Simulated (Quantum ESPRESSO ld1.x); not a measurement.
The numbers below are computed, except where a source is named.
How relativity changes the ionisation of neutral niobium ([Kr] 4d4 5s1) to Nb+ ([Kr] 4d4). Spin-unpolarised spherical Kohn-Sham, PBEsol, point nucleus, ld1.x of Quantum ESPRESSO 7.5. A level marked "c x" has the speed of light scaled by that factor and shares open shells by 2j + 1; other Dirac levels either fill j = l - 1/2 first or share by 2j + 1.

level               E(Nb) (hartree)  E(Nb+) (hartree)  IE (eV)   HOMO  <r> HOMO (bohr)
non-rel.                  -3753.011         -3752.779    6.313     4d            2.172
scalar-rel.               -3817.498         -3817.253    6.652     4d            2.214
Dirac, 2j+1 shares         -3818.00          -3817.75    6.653  4d5/2            2.229
Dirac, low j first         -3818.01          -3817.77    6.623  4d3/2            2.205
Dirac, c x 0.75            -3872.86          -3872.60    6.953  4d5/2            2.276
Dirac, c x 3               -3759.95          -3759.72    6.348  4d5/2            2.178
Dirac, c x 10              -3753.63          -3753.40    6.316  4d5/2            2.173

NIST Atomic Spectra Database: 6.759 eV (measured). The relativistic part of the total energy of Nb is -65 hartree (Dirac, low j first), 1.7 % of the non-relativistic value. Spin polarisation and multiplet splitting of open shells are left out at every level.

Beside tabulated values, note that relativity, absent from the non-relativistic runs, is large for the heavy elements, and spin-unpolarised runs miss the spin-polarisation part of the exchange energy of open shells.
